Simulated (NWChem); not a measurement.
MgN2H4; SMILES [Mg]([NH2])[NH2]

```xyz
7

Mg     0.0000     0.0000     0.0000
N      0.0000     1.8919     0.0000
H      0.5784     2.4983    -0.5744
H     -0.5784     2.4983     0.5744
N      0.0000    -1.8919     0.0000
H     -0.5784    -2.4983    -0.5744
H      0.5784    -2.4983     0.5744
```
Atoms are numbered in this order, from 1.

Computed with NWChem. All runs use the structure optimised with PBE0/def2-SVP.

For level PBE/def2-TZVP:

| Property | Result |
|---|---|
| highest occupied level (eV) | -4.83 |

Q: How do the values read with level LDA (Slater exchange, PW92)/def2-TZVP instead?

A: The highest occupied level (eV) is -5.01.
